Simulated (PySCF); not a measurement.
**Dipole moment and polarisability of `[SiH3][C@@H]1CCC[C@H]1Cl`**

C₅H₁₁ClSi.
Geometry (GFN2-xTB, Å), atoms numbered from 1 in this order:
```
atom  x, y, z in Å
Si1    2.361    0.026   -0.623
C2     0.669   -0.069    0.245
C3    -0.243   -1.202   -0.226
C4    -1.632   -0.829    0.313
C5    -1.620    0.703    0.475
C6    -0.227    1.141    0.015
Cl7    0.352    2.576    0.896
H8     3.027   -1.267   -0.454
H9     3.160    1.095   -0.033
H10    2.124    0.284   -2.046
H11    0.813   -0.174    1.326
H12   -0.261   -1.233   -1.317
H13    0.091   -2.174    0.133
H14   -2.422   -1.155   -0.363
H15   -1.802   -1.307    1.277
H16   -2.401    1.188   -0.110
H17   -1.765    0.981    1.519
H18   -0.234    1.423   -1.040
```

Level: PBE0/def2-SVPD (PySCF), static field, nuclei fixed, core orbitals frozen in the response. The polarisability tensor in these axes (au):

```
x   105.91   2.71  -4.90
y     2.71 101.22   6.13
z    -4.90   6.13  84.11
```

Question: Give the principal values, the mean and the anisotropy Δα = √{½[(α1 − α2)² + (α2 − α3)² + (α1 − α3)²]}.

Answer: Principal values 80.93, 102.92 and 107.39 au; mean 97.08 au = 14.39 Å³ = 16.01 × 10⁻⁴⁰ C²·m²/J; Δα = 24.54 au (25 % of the mean).

Question: What is the dipole moment, and where does it point?

Answer: (-1.15, -1.93, -0.57) D, 2.31 D in size, pointing from the negative to the positive side. Measured along this direction, the outermost atoms are Cl7 and H9 at the negative end and H14 at the positive end.

Question: What are the principal values of the traceless quadrupole moment, Θ = ½Σq(3rr − r²1), about the centre of nuclear charge?

Answer: -5.24, 1.51, 3.73 D·Å. The values depend on the origin, since the dipole doesn't vanish. The electronic extent ⟨r²⟩ about the same centre is 1261 bohr², a root-mean-square distance of 2.21 Å for the 72 electrons.

Question: Directions of the eigenvectors, and the extent of the frame along each?

Answer: Largest value along (0.95, 0.30, -0.12), where the nuclei span 5.91 Å; middle along (-0.24, 0.90, 0.36), 4.59 Å; least along (0.22, -0.31, 0.93), 2.98 Å. The response follows the extents in order.

Question: Rayleigh depolarisation ratio (linearly polarised light, static tensor)?

Answer: ρ = 3Δα²/(45ᾱ² + 4Δα²) = 1806.1/(424096 + 2408.1) = 0.00423.

Question: Refractivity n − 1 of an ideal gas of it at 273.15 K and 1 atm, from the electronic α?

Answer: N = p/kT = 2.6868 × 10¹⁹ cm⁻³, so n − 1 = 2π × N × 14.39 × 10⁻²⁴ cm³ = 2429 × 10⁻⁶ at long wavelengths.

The structure is a single GFN2-xTB conformer in the gas phase; no vibrational or solvent corrections.
